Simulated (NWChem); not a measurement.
System: HTeSI; SMILES S[Te]I

Output (shortened):

```
             Northwest Computational Chemistry Package (NWChem) 7.3.0
             --------------------------------------------------------

 C1  symmetry detected

                             Geometry "geometry" -> ""
                             -------------------------

 Output coordinates in angstroms (scale by  1.889725989 to convert to a.u.)

  No.       Tag          Charge          X              Y              Z
 ---- ---------------- ---------- -------------- -------------- --------------
    1 Te                  52.0000     0.61469832    -0.98271677     0.00397157
    2 I                   53.0000    -0.12192102     1.64460781     0.00542549
    3 S                   16.0000    -1.48775503    -2.11940858     0.04961094
    4 H                    1.0000    -1.69841774    -2.15240439    -1.28784756

 Effective nuclear repulsion energy (a.u.)     852.9846202916

 Summary of "ao basis" -> "ao basis" (spherical)
 ------------------------------------------------------------------------------
       Tag                 Description            Shells   Functions and Types
 ---------------- ------------------------------  ------  ---------------------
 Te                         def2-svp                10       26   4s4p2d
 I                          def2-svp                10       26   4s4p2d
 S                          def2-svp                 8       18   4s3p1d
 H                          def2-svp                 3        5   2s1p

            General Information
            -------------------
          SCF calculation type: DFT
          Wavefunction type:  closed shell.
          No. of atoms     :     4
          No. of electrons :    66
           Alpha electrons :    33
            Beta electrons :    33
          Charge           :     0
          Spin multiplicity:     1
          Use of symmetry is: off; symmetry adaption is: off
          Maximum number of iterations: 150
          AO basis - number of functions:    75
                     number of shells:    31
          Convergence on energy requested:  1.00D-06
          Convergence on density requested:  1.00D-05
          Convergence on gradient requested:  5.00D-04

              XC Information
              --------------
          PerdewBurkeErnzerhof Exchange Functional  1.000
            Perdew 1991 LDA Correlation Functional  1.000 local
           PerdewBurkeErnz. Correlation Functional  1.000 non-local

             Grid Information
             ----------------
          Grid used for XC integration:  medium
          Radial quadrature: Mura-Knowles
          Angular quadrature: Lebedev.
          Tag              B.-S. Rad. Rad. Pts. Rad. Cut. Ang. Pts.
          ---              ---------- --------- --------- ---------
          Te                  1.40      123           9.0       590
          I                   1.40      123          11.0       590
          S                   1.00       88          11.0       590
          H                   0.35       45          11.0       434
          Grid pruning is: on
          Number of quadrature shells:   379
          Spatial weights used:  Erf1

      Superposition of Atomic Density Guess
      -------------------------------------

 Sum of atomic energies:       -1056.19743574

      Non-variational initial energy
      ------------------------------

 Total energy =    -961.785633
 1-e energy   =   -2069.329752
 2-e energy   =     839.612259
 HOMO         =      -0.215681
 LUMO         =      -0.074469

   convergence    iter        energy       DeltaE   RMS-Dens  Diis-err
 ---------------- ----- ----------------- --------- --------- ---------
 d= 0,ls=0.0,diis     1   -964.1833925194 -1.23D+03  2.10D-02  3.68D-01
 d= 0,ls=0.0,diis     2   -964.1314231455  5.20D-02  1.59D-02  5.13D-01
 d= 0,ls=0.0,diis     3   -964.2106802413 -7.93D-02  7.08D-03  1.13D-01
 d= 0,ls=0.0,diis     4   -964.2331703427 -2.25D-02  1.93D-03  1.09D-02
 d= 0,ls=0.0,diis     5   -964.2352059499 -2.04D-03  6.95D-04  5.21D-04
  Resetting Diis
 d= 0,ls=0.0,diis     6   -964.2352271217 -2.12D-05  3.60D-04  4.00D-04
 d= 0,ls=0.0,diis     7   -964.2353110238 -8.39D-05  1.32D-04  1.09D-05
 d= 0,ls=0.0,diis     8   -964.2353068607  4.16D-06  9.87D-05  3.15D-05
 d= 0,ls=0.0,diis     9   -964.2353126599 -5.80D-06  2.38D-05  2.21D-06
 d= 0,ls=0.0,diis    10   -964.2353130896 -4.30D-07  3.78D-06  3.36D-08

         Total DFT energy =     -964.235313089618
      One electron energy =    -2069.987032837507
           Coulomb energy =      906.685543200828
    Exchange-Corr. energy =      -68.865683077911
 Nuclear repulsion energy =      267.931859624972

 Numeric. integr. density =       65.999996972609

                       DFT Final Molecular Orbital Analysis
                       ------------------------------------

 Vector   31  Occ=2.000000D+00  E=-2.490570D-01
              MO Center= -8.0D-01, -5.2D-01,  3.0D-03, r^2= 5.5D+00
   Bfn.  Coefficient  Atom+Function         Bfn.  Coefficient  Atom+Function
  ----- ------------  ---------------      ----- ------------  ---------------
    63      0.355499  3 S  px                37      0.345907  2 I  px
    64     -0.326129  3 S  py                40      0.323564  2 I  px
    60      0.250894  3 S  px                61     -0.228221  3 S  py
    38     -0.152572  2 I  py                 3     -0.148517  1 Te s
    57      0.142520  3 S  px                34     -0.141581  2 I  px

[...]
```

Level: PBE/def2-SVP with def2 effective core potentials on Te, I, vertical spin-unrestricted ions. All runs use the structure optimised with PBE0/def2-SVP. No frequency run checked for a minimum. def2 effective core potentials on Te, I; no spin-orbit coupling.

Problem. Write an input that gives this output.

Solution. One answer among several that fit: the input that was run:
```
start job
memory heap 200 mb stack 900 mb global 1100 mb
geometry units angstroms noautoz
  Te     0.597367    -0.974254    -0.003721
  I     -0.080228     1.668844     0.014789
  S     -1.529352    -2.063865     0.061666
  H     -1.755570    -2.087333    -1.273451
end
basis spherical
  * library def2-svp
end
ecp
  Te library def2-ecp
  I library def2-ecp
end
dft
  xc xpbe96 cpbe96
  iterations 150
  vectors input atomic output neutral.movecs
end
task dft energy
charge 1
dft
  odft
  mult 2
  vectors input atomic output cation.movecs
end
task dft energy
```
